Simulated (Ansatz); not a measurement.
The first iterations of a band of C2H6SeTe (10 atoms, charge 0, multiplicity 1).

All numbers below come from Ansatz 0.2.0, RKS PBE/def2-SVP.

* movable images: 7
* climbing image: yes
* spring: 5.0 eV/Å²
* optimiser: quadratic models (default)
* start path: IDPP
* force threshold: 0.05 eV/Å
* iteration limit: 60
* end points: relaxed

Initial state:

```xyz
10
Properties=species:S:1:pos:R:3
C -0.163 1.033 0.180
C -0.409 -0.454 -0.016
Se 0.843 -1.621 0.979
Te -0.316 -1.091 -2.126
H 0.863 1.319 -0.124
H -0.885 1.635 -0.410
H -0.285 1.305 1.251
H -1.442 -0.739 0.267
H 0.632 -0.950 2.299
H 1.245 -0.487 -2.297
```

Final state:

```xyz
10
Properties=species:S:1:pos:R:3
C -0.172 1.262 0.031
C -0.368 -0.242 0.196
Se 0.958 -0.908 1.508
Te -0.370 -1.325 -1.735
H 0.830 1.500 -0.378
H -0.929 1.680 -0.661
H -0.274 1.779 1.011
H -1.377 -0.468 0.592
H 0.524 -2.325 1.431
H 1.261 -1.003 -1.990
```

| iteration | highest image above the first end (eV) | largest band force component (eV/Å) |
| --- | --- | --- |
| 1 | 0.205 | 0.502 |
| 2 | 0.131 | 0.370 |

**Question.** Does the band converge within its limit, and where does its top end?

**Answer.** The run converged. It ended after 6 iterations with the highest image 0.108 eV above the first end. A vibrational analysis at the climbing image gives one clearly imaginary mode, 199i cm⁻¹: a first-order saddle point.

The run took 120 s on 2 threads of Arm Neoverse V1 (shared host), peak memory 0.17 GiB.
